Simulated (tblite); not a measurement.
Species: C5H9ClFO (doublet state).
Structure used (GFN2-xTB), in Å, numbered top down from 1:
```xyz
17
C5H9ClFO angstrom
C      1.5115   -1.5823   -0.6408
C      1.4775   -0.2615    0.0021
C      0.0346    0.2805    0.1477
C      0.0232    1.7466    0.5887
Cl     0.7151    2.7836   -0.6748
O     -0.6181   -0.5169    1.1333
C     -1.9611   -0.6846    0.9954
F     -2.6615    0.4618    1.3208
H      1.7797   -2.4621   -0.0926
H      1.1701   -1.6912   -1.6524
H      2.0172    0.4757   -0.6039
H      1.9199   -0.3000    0.9970
H     -0.4920    0.1832   -0.8127
H     -0.9956    2.0909    0.7668
H      0.6200    1.8750    1.4917
H     -2.2777   -1.4539    1.7077
H     -2.2697   -0.9330   -0.0342
```

Computed values, GFN2-xTB/tblite, gas phase, harmonic and unscaled. The method is semi-empirical: single wavenumbers can be off by several per cent or more. One conformer, not necessarily the lowest. Open shells enter through the occupations alone, without spin polarisation, and single modes of such species can be off by tens of per cent.

Harmonic wavenumbers (cm⁻¹): 42.8, 69.8, 79.8, 85.5, 121.3, 192.7, 212.1, 290.1, 366.8, 398.4, 464.5, 513.4, 579.9, 763.3, 795.6, 835.6, 914.5, 940.6, 1011.2, 1042.7, 1061.8, 1096.3, 1129.9, 1133.0, 1164.4, 1204.6, 1234.5, 1251.0, 1267.4, 1304.3, 1310.1, 1329.7, 1394.6, 1418.5, 1429.9, 1440.3, 2852.7, 2876.8, 2904.1, 2955.8, 2991.1, 2992.6, 3012.5, 3136.4, 3186.0.

A = 1781, B = 1184, C = 758.6 MHz; mass 139.033 u (most abundant isotopes); point group C1, symmetry number 1; spin multiplicity 2.

Task: What is the zero-point energy?

Result: Half the sum of the wavenumbers: 28399 cm⁻¹ = 81.20 kcal/mol.

Task: Entropy at 200 K, 1 bar (ideal gas, RRHO, classical rotation)?

Result: Translation 38.74, rotation 28.50, vibration 21.77, spin (R ln 2) 1.38: S = 90.4 cal/(mol K).

Task: And Cp and H(200 K) − H(0)?

Result: Cp = 27.99 cal/(mol K), of which vibrations give 20.05 (their classical limit is 45 R = 89.4); H(200 K) − H(0) = 3.84 kcal/mol without the zero-point energy, 2.25 from vibrations.

Task: What must be added to the electronic energy to get the Gibbs energy at 200 K and 1 bar?

Result: ZPE + [H(200 K) − H(0)] − T·S = 81.20 + 3.84 − 18.08 = 66.96 kcal/mol.

Task: How do the functions run with temperature in this model?

Result: 
```json
{"T (K)": "100", "S (cal/(mol K))": "74.0", "Cp (cal/(mol K))": "20.1", "H − H(0) (kcal/mol)": "1.43", "G − H(0) (kcal/mol)": "-5.97", "ln q(vib)": "2.29"}
{"T (K)": "300", "S (cal/(mol K))": "103.3", "Cp (cal/(mol K))": "36.4", "H − H(0) (kcal/mol)": "7.05", "G − H(0) (kcal/mol)": "-23.94", "ln q(vib)": "8.00"}
{"T (K)": "500", "S (cal/(mol K))": "125.8", "Cp (cal/(mol K))": "52.4", "H − H(0) (kcal/mol)": "16.00", "G − H(0) (kcal/mol)": "-46.90", "ln q(vib)": "13.01"}
{"T (K)": "800", "S (cal/(mol K))": "154.1", "Cp (cal/(mol K))": "67.8", "H − H(0) (kcal/mol)": "34.25", "G − H(0) (kcal/mol)": "-89.04", "ln q(vib)": "19.93"}
{"T (K)": "1000", "S (cal/(mol K))": "170.0", "Cp (cal/(mol K))": "74.4", "H − H(0) (kcal/mol)": "48.51", "G − H(0) (kcal/mol)": "-121.48", "ln q(vib)": "24.17"}
```

q(vib) and H(0) count from the zero-point level.

Hindered rotation and anharmonicity are outside this model. Other conformers, if any are populated, would add a mixing term that is left out. The structure is chiral; the term R ln 2 for an equal mix with its mirror image is left out.

Time: 0.58 s of wall time. Hardware: one thread of an Arm Neoverse V1, shared host with 32 logical CPUs at a one-minute load of 28. This covers the Hessian and the dipole derivatives.
